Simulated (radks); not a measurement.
The numbers below are computed, except where a source is named.
Task: All-electron atom: the thulium ion Tm41+ in [Ar] 3d10. Level of theory: scalar-relativistic Kohn-Sham, BLYP, spin-polarised, spherical densities, point nucleus (a radial shooting solver on a logarithmic mesh with Libxc functionals). Some entries of the table are withheld. Estimate them.

| orbital | occ. | eigenvalue (eV) | <r^2> (bohr^2) |
|---|---|---|---|
| 1s | 2 | (1) | 0.0005481 |
| 2s | 2 | -11894.32 | 0.008474 |
| 2p | 6 | -10729.07 | 0.006902 |
| 3s | 2 | -4038.036 | 0.05357 |
| 3p | 6 | (2) | 0.05340 |
| 3d | 10 | (3) | (4) |

Result: 
(1) 1s eigenvalue (eV): -61232.09
(2) 3p eigenvalue (eV): -3683.723
(3) 3d eigenvalue (eV): -3262.001
(4) 3d <r^2> (bohr^2): 0.04363
